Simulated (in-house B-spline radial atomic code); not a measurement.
**Ionising W XXIII (W22+) with different functionals**

Computed with a B-spline radial code for spherical atoms: scalar-relativistic (spin-free X2C) Hamiltonian, Fermi nucleus of rms radius 5.3658 fm, spin-polarised at highest spin, spherical fractional occupations for the functionals, the average over the highest-spin determinants for Hartree-Fock. The ionisation energy is the difference of two self-consistent energies, [Kr] 4d10 4f6 → [Kr] 4d10 4f5, without Breit or QED terms; ε is the level of the shell that loses the electron (its least bound occupied spin orbital). There is no spin-orbit coupling in this Hamiltonian.

Hybrids are left out here: with spherical fractional occupations of an open shell their exact exchange keeps a self-interaction that integer-occupation calculations don't have.

```tsv
method	rung	ΔSCF (eV)	-ε(4f) (eV)
Hartree-Fock	Hartree-Fock	640.49	643.17
LDA PW92	LDA	640.92	618.40
AM05	GGA	640.71	618.19
BP86	GGA	640.66	618.14
OLYP	GGA	642.84	620.29
PW91	GGA	640.84	618.32
```

(1) How do they compare with the NIST value?

Answers

(1) NIST lists 641 eV ± 1.5 (semi-empirical, ground level to ground level). Errors run from -0.11 to +2.24 eV; all lie within about twice that uncertainty, so the table can't rank the methods. Hartree-Fock also lacks correlation.
